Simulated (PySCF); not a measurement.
GeF2ClBr, SMILES [F][Ge]([F])([Cl])[Br]. Atoms are numbered in the order given.

```xyz
5

F      1.2936     0.8038    -1.3716
Ge     0.3101     0.4667     0.0000
F      1.2936     0.8038     1.3716
Cl    -1.3453     1.7950     0.0000
Br    -0.2954    -1.7119     0.0000
```

Geometry optimised at TPSSh-D3(BJ)/def2-SVP.

Level of theory: TDDFT-PBE0/def2-SVPD (PySCF).

Vertical excitations. Isolated molecule, no solvent. State labels are in the subgroup Cs.

| state | symmetry | energy (eV) | λ (nm) | f | main pairs |
|---|---|---|---|---|---|
| S1 | A' | 5.62 | 221 | 0.016 | HOMO→LUMO 99 % |
| S2 | A" | 5.68 | 218 | 0.005 | HOMO−1→LUMO 99 % |
| S3 | A" | 6.41 | 193 | 0.011 | HOMO−2→LUMO 99 % |
| S4 | A' | 6.49 | 191 | 0.025 | HOMO−3→LUMO 97 % |
| S5 | A' | 7.75 | 160 | 0.189 | HOMO−4→LUMO 82 % |
| S6 | A" | 8.21 | 151 | 0.010 | HOMO−5→LUMO 96 % |
| S7 | A" | 8.24 | 151 | 0.000 | HOMO→LUMO+1 96 % |
| S8 | A" | 8.40 | 148 | 0.001 | HOMO−7→LUMO 93 % |
| S9 | A' | 8.44 | 147 | 0.023 | HOMO−1→LUMO+1 57 %, HOMO→LUMO+2 28 % |
| S10 | A' | 8.48 | 146 | 0.032 | HOMO−6→LUMO 79 % |
| T1 | A' | 5.11 | 243 | 0 | HOMO→LUMO 98 % |
| T2 | A" | 5.20 | 239 | 0 | HOMO−1→LUMO 97 % |
| T3 | A" | 5.94 | 209 | 0 | HOMO−2→LUMO 96 % |
| T4 | A' | 5.95 | 208 | 0 | HOMO−3→LUMO 95 % |
Triplets are in the Tamm–Dancoff approximation, which puts them higher than full response would, so one can lie above its singlet here.
